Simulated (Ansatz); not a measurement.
The cluster Rb₃H₃⁻, relaxed as a doublet with UKS PBE0-D4/def2-TZVPD in Ansatz, starting from the GFN1-xTB geometry. Force threshold 0.02 eV/Å.

In the def2 sets Rb takes a core potential; there is no spin–orbit coupling. The highest occupied level of the charge -1 doublet lies above zero (up to 0.22 eV). The electron is either unbound and held by the finite basis, or the level is raised by self-interaction error. Another isomer (quartet) lies 1.74 eV lower at PBE0-D4/def2-TZVPD; other spin states weren't run for this one.

Start:

```xyz
6

Rb   -2.9004   -1.8172   -0.1000
Rb    0.3592    0.1721   -0.1503
Rb    3.3798    2.4744    1.2118
H    -1.8086   -1.2171   -0.3192
H     1.8078   -1.9561    0.3795
H    -0.8378    2.3439   -1.0217
```

Question: Estimate the energy that the relaxation releases and the steps that it takes.

Answer: 9.05 eV, in 27 steps; 48 s on 4 threads of Arm Neoverse V2 on a shared host. The force fell under the threshold at step 18, but the optimiser went on and released 0.018 eV more. No frequencies were taken in this run, so the end may be a saddle point.

Question: Does the start keep its bonding and symmetry?

Answer: Bonds formed: Rb3–H5, Rb3–H6 (atoms count from 1). Metal–metal contacts that move far: Rb1–Rb2 3.82 to 5.32 Å.

Question: Predict the relaxed structure.

Answer: 
Cartesian coordinates in Å:
```
Rb -4.463 -2.929 -0.563
Rb -0.040 -0.027 -0.007
Rb 3.254 2.133 0.401
H -2.281 -1.496 -0.285
H 2.711 -0.378 0.728
H 0.819 2.698 -0.274
```
Bond lengths (bridged metal pairs left out): 6 × H–Rb 2.59 to 2.87 Å.
